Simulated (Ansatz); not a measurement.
The inner images of a band of CH3FSi2 (7 atoms, charge 0, multiplicity 1) are given out of order.

Method: Ansatz, RKS B3LYP/def2-SVP.

Initial state:

```xyz
7
Properties=species:S:1:pos:R:3
C -1.055 1.517 -0.176
Si -0.457 0.160 0.708
Si 1.128 -1.311 -0.084
F 0.638 -2.838 -0.392
H -0.765 1.760 -1.204
H -1.769 2.212 0.280
H 2.280 -1.498 0.868
```

Final state:

```xyz
7
Properties=species:S:1:pos:R:3
C -0.385 0.811 -0.114
Si -1.409 -0.071 1.315
Si 0.525 -0.766 0.167
F 0.599 -1.825 -1.080
H -1.152 0.653 -0.911
H -0.049 1.856 -0.161
H 1.871 -0.659 0.784
```

Question: Put them in order from the first end to the last, with their energies above the first end.
A.
```xyz
7
Properties=species:S:1:pos:R:3
C -0.982 1.228 -0.166
Si -0.044 0.699 1.238
Si 1.170 -0.989 0.197
F 0.611 -1.859 -1.066
H -0.689 1.192 -1.222
H -1.934 1.758 -0.016
H 1.867 -2.029 1.036
```
B.
```xyz
7
Properties=species:S:1:pos:R:3
C -0.835 0.994 -0.140
Si -0.745 0.357 1.543
Si 0.663 -1.061 0.390
F 0.690 -1.377 -1.214
H -0.707 0.524 -1.122
H -1.115 2.055 -0.253
H 2.049 -1.492 0.796
```
C.
```xyz
7
Properties=species:S:1:pos:R:3
C -0.572 0.847 -0.079
Si -1.149 0.119 1.531
Si 0.514 -0.827 0.292
F 0.493 -1.546 -1.182
H -0.642 0.436 -1.104
H -0.587 1.947 -0.168
H 1.944 -0.976 0.709
```
D.
```xyz
7
Properties=species:S:1:pos:R:3
C -1.057 1.389 -0.189
Si -0.133 0.479 0.973
Si 1.204 -1.159 0.042
F 0.497 -2.428 -0.704
H -0.778 1.525 -1.239
H -1.908 2.005 0.128
H 2.176 -1.810 0.989
```
E.
```xyz
7
Properties=species:S:1:pos:R:3
C -0.920 1.087 -0.142
Si -0.289 0.683 1.496
Si 0.889 -0.984 0.380
F 0.813 -1.295 -1.220
H -0.703 0.643 -1.121
H -1.638 1.917 -0.236
H 1.848 -2.052 0.843
```

Answer: D (+2.3 kJ/mol), A (+5.7 kJ/mol), E (+3.8 kJ/mol), B (-4.3 kJ/mol), C (-40.3 kJ/mol).

The run took 5.7 min on 1 thread of Arm Neoverse V2, on a shared host, peak memory 0.15 GiB.
